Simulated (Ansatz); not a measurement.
A CCSD(T) single point on CH8O3Si2 (`C[SiH](O)O[SiH2]O`).

```yaml
crystal:
  periodic: [false, false, false]
  atoms:
    - {symbol: C, position_ang: [0.837106, -0.120843, -2.316241]}
    - {symbol: Si, position_ang: [0.549252, -0.593493, -0.555904]}
    - {symbol: O, position_ang: [1.721507, 0.109280, 0.353697]}
    - {symbol: O, position_ang: [-0.933041, -0.069670, -0.057470]}
    - {symbol: Si, position_ang: [-1.479631, 0.648620, 1.297144]}
    - {symbol: O, position_ang: [-0.506829, 0.270140, 2.579032]}
    - {symbol: H, position_ang: [0.066038, -0.549055, -2.960968]}
    - {symbol: H, position_ang: [0.818667, 0.965598, -2.429811]}
    - {symbol: H, position_ang: [1.809287, -0.484792, -2.657119]}
    - {symbol: H, position_ang: [0.555897, -2.069404, -0.370235]}
    - {symbol: H, position_ang: [1.585082, 0.096292, 1.305033]}
    - {symbol: H, position_ang: [-1.412982, 2.118598, 1.157658]}
    - {symbol: H, position_ang: [-2.861395, 0.172806, 1.551365]}
    - {symbol: H, position_ang: [-0.748956, -0.494057, 3.103810]}
basis:
  gaussian: {orbitals: def2-TZVPP}
correlation: {method: ccsd_t}
```

```sh
$ ansatz run in.yaml --threads 2 --pin off --events-out ev --progress --plain --max-ram 32768MiB --backend cuda --devices 0, --max-vram 18GiB
```

The program prints (abridged):

```
Functional definition: HF
1885 factors; integrals over basis functions are off by at most 1.2e-3 eV
mean field evaluation 1: about -22996.0423 eV, gradient 6.1e1 eV
mean field evaluation 2: about -22996.3918 eV, gradient 6.1e1 eV
mean field evaluation 4: about -23003.2360 eV, gradient 4.4e0 eV
mean field evaluation 8: about -23003.3237 eV, gradient 2.4e-1 eV
mean field -23003.32394725 eV, -845.3565628485 hartree, gradient 7.7e-6 eV, S^2 0.000000; 0 other end points of the search recorded, 0 dependent functions left out
14 core orbitals not correlated: weight in the atoms' cores, before any rotation towards them, 1.000 or more for the frozen orbitals, at most 0.000 for the correlated occupied ones
reference -23003.32394725 eV, -845.3565628485 hartree; 19, 19 occupied and 287, 287 virtual orbitals, 1885 factors
second order -30.89719184 eV of doubles, -0.00000000 eV of singles
cycle   1  -31.21718770 eV  change   -3.2e-1 eV  update   1.1e-1
cycle   2  -31.92720730 eV  change   -7.1e-1 eV  update   3.2e-2
cycle   3  -32.08367732 eV  change   -1.6e-1 eV  update   1.6e-2
cycle   4  -32.06553781 eV  change    1.8e-2 eV  update   3.2e-3
cycle   5  -32.06509614 eV  change    4.4e-4 eV  update   1.5e-3
cycle   6  -32.06582876 eV  change   -7.3e-4 eV  update   4.0e-4
cycle   7  -32.06558396 eV  change    2.4e-4 eV  update   1.6e-4
cycle   8  -32.06553100 eV  change    5.3e-5 eV  update   4.4e-5
cycle   9  -32.06554359 eV  change   -1.3e-5 eV  update   1.6e-5
perturbative correction -1.12668562 eV, -0.0414049330 hartree
Total energy: -23036.51617647 eV, -846.5763547737 hartree
```

It took 12 s on 2 threads of an AMD EPYC 7R13 on a shared host and a share of an NVIDIA H100 80 GB, with 0.85 GiB of host memory at the peak.

MP2 recovers 93.1 % of the CCSD(T) correlation energy and the triples give 3.4 %; T1 = 0.0114.
